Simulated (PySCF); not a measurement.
Precursor series Hf F-NH2. Gas-phase values, no solvent. One relaxed conformer stands for each flexible species; it need not be the lowest.

These are B3LYP-D3(BJ)/def2-TZVP // r2SCAN-D4/def2-SVP in PySCF values and carry that method's errors. B3LYP has the VWN-RPA correlation part, as in Gaussian. 

| species | mean distance from the central atom to its bonded neighbours (Å) | LUMO (eV) | charge on the central atom (Mulliken) (e) | HOMO–LUMO gap (eV) |
|---|---|---|---|---|
| 0 of 4 F replaced by NH2 ([Hf(F)4]) | ___ | -1.32 | 1.72 | 10.54 |
| 1 of 4 F replaced by NH2 ([Hf(F)3(NH2)]) | 1.944 | -0.97 | ___ | 6.92 |
| 2 of 4 F replaced by NH2 ([Hf(F)2(NH2)2]) | 1.981 | -0.61 | ___ | 6.66 |
| 3 of 4 F replaced by NH2 | ___ | -0.36 | 1.46 | 6.44 |
| 4 of 4 F replaced by NH2 ([Hf(NH2)4]) | 2.055 | ___ | 1.40 | 6.27 |

**Question.** What belongs in the gaps?

**Answer.** 
- 0 of 4 F replaced by NH2 ([Hf(F)4]), mean distance from the central atom to its bonded neighbours (Å): 1.908
- 1 of 4 F replaced by NH2 ([Hf(F)3(NH2)]), charge on the central atom (Mulliken) (e): 1.63
- 2 of 4 F replaced by NH2 ([Hf(F)2(NH2)2]), charge on the central atom (Mulliken) (e): 1.54
- 3 of 4 F replaced by NH2, mean distance from the central atom to its bonded neighbours (Å): 2.017
- 4 of 4 F replaced by NH2 ([Hf(NH2)4]), LUMO (eV): -0.16
